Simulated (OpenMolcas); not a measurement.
Os6+ among 4 point charges of -1 e arranged as a tetrahedron (Td).

```json
{"Program": "OpenMolcas", "Method": "SS-CASPT2, IPEA 0.25 Eh, imaginary shift 0.1 Eh (closed shells correlated: 4f 5s 5p)", "Basis": "ANO-RCC-VDZP [7s6p4d2f1g]", "Scalar Hamiltonian": "DKH2, point nucleus", "Active space": "2 electrons in 5 orbitals (5d)", "State averaging": "2S+1 = 3 even, 10 roots; 2S+1 = 1 even, 15 roots", "Spin-orbit coupling": "state interaction with AMFI integrals over the reference wave functions"}
```

All point charges move together. At R = 1.78 Å the first state of the same spin is 2840 cm-1, and at R = 1.89 Å it is 1990 cm-1.

Task: A third run gives 1200 cm-1. What distance was it run at?

Result: With a power law R^-n the two known points give n = -ln(1990 / 2840) / ln(1.89 / 1.78) = 5.93. Then R = 1.78 × (2840 / 1200)^(1/5.93) = 2.058 Å. The run was at 2.03 Å, so the estimate is off by +0.028 Å.

Roots that are degenerate in the reference are averaged as groups; the widest CASPT2 spread within a group is 260 cm-1 (the 3-fold group of multiplicity 3 near 1990 cm-1 above the lowest state of its run, R = 1.89). Shifts and gaps below about the spread of the groups concerned are not significant. The ground term spreads over less than 5000 cm-1, several times less than with real ligands, so orbital moments are less quenched and χT lies further from the spin-only value than at real sites. Free-ion shares, where given, are those of the reference states; single-state CASPT2 does not remix them. Spin-orbit coupling mixes the spin-free states strongly: the lowest level takes only 41 % from its leading state, 3T2, which lies 2838 cm-1 above the lowest spin-free state (figures for R = 1.78; the like holds for R = 1.89, R = 2.03). Point charges carry no covalency, so the field is a model and not that of real ligands. No measured value stands beside these numbers.
